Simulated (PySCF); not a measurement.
**SMILES CS[C@@]1(F)C[C@H]1[SiH3], C4H9FSSi**

Molfile (atoms numbered from 1):
```
C4H9FSSi
     RDKit          3D

 16 16  0  0  0  0  0  0  0  0999 V2000
    2.5871    0.4704    0.3463 C   0  0  0  0  0  0  0  0  0  0  0  0
    0.9440    1.2541    0.3134 S   0  0  0  0  0  0  0  0  0  0  0  0
    0.1678    0.1830   -0.8897 C   0  0  1  0  0  0  0  0  0  0  0  0
    0.6397    0.4209   -2.1571 F   0  0  0  0  0  0  0  0  0  0  0  0
   -0.1583   -1.2339   -0.5620 C   0  0  0  0  0  0  0  0  0  0  0  0
   -1.2610   -0.2194   -0.7558 C   0  0  1  0  0  0  0  0  0  0  0  0
   -2.2842    0.3960    0.7086 Si  0  0  0  0  0  4  0  0  0  0  0  0
    3.0237    0.5200   -0.6467 H   0  0  0  0  0  0  0  0  0  0  0  0
    2.4911   -0.5600    0.6763 H   0  0  0  0  0  0  0  0  0  0  0  0
    3.1881    1.0372    1.0488 H   0  0  0  0  0  0  0  0  0  0  0  0
    0.0147   -1.9723   -1.3321 H   0  0  0  0  0  0  0  0  0  0  0  0
    0.0493   -1.5804    0.4396 H   0  0  0  0  0  0  0  0  0  0  0  0
   -1.7809   -0.2884   -1.7046 H   0  0  0  0  0  0  0  0  0  0  0  0
   -1.6344   -0.0205    1.9498 H   0  0  0  0  0  0  0  0  0  0  0  0
   -2.3996    1.8492    0.6305 H   0  0  0  0  0  0  0  0  0  0  0  0
   -3.5945   -0.2469    0.5846 H   0  0  0  0  0  0  0  0  0  0  0  0
  1  2  1  0
  2  3  1  0
  3  4  1  6
  3  5  1  0
  5  6  1  0
  6  7  1  0
  6  3  1  0
  1  8  1  0
  1  9  1  0
  1 10  1  0
  5 11  1  0
  5 12  1  0
  6 13  1  6
  7 14  1  0
  7 15  1  0
  7 16  1  0
M  END
```

The calculation used TDDFT B3LYP/aug-cc-pVDZ circular dichroism and optical rotation, one conformer, gas phase in PySCF. Geometry: GFN2-xTB.

The molecule is flexible and this is one conformer; a measurement averages over conformers. States above about 6.6 eV (minus the energy of the highest occupied orbital) lie near or above the ionisation threshold and depend on the basis.

**Question.** Draw the ECD and absorption spectra from the lowest 16 states, each a Gaussian of half-width 0.2 eV at 1/e height.

**Answer.** 
```
E (eV)  λ (nm)  Δε (L mol⁻¹ cm⁻¹)  ε (L mol⁻¹ cm⁻¹)
  4.79     259               0.00             0.116
  4.89     254               0.00               1.1
  4.99     248              +0.02              6.32
  5.09     244              +0.06              22.1
  5.19     239              +0.12              47.1
  5.29     234              +0.20              65.6
  5.39     230              +0.52              89.5
  5.49     226              +1.90               221
  5.59     222              +5.17               571
  5.69     218              +8.78              1010
  5.79     214              +9.12              1240
  5.89     210              +5.86              1260
  5.99     207              +2.38              1360
  6.09     204              +0.29              1620
  6.19     200              -2.39              1830
  6.29     197              -8.33              1810
  6.39     194             -15.77              1810
  6.49     191             -16.52              2430
  6.59     188              -3.99              3920
  6.69     185             +14.23              5440
  6.79     183             +22.86              5810
  6.89     180             +19.84              5310
  6.99     177             +12.50              5120
  7.09     175              +3.94              5840
```
Δε uses R in velocity form, ε uses f in length form. Only the states computed contribute, so the short-wavelength end is incomplete.
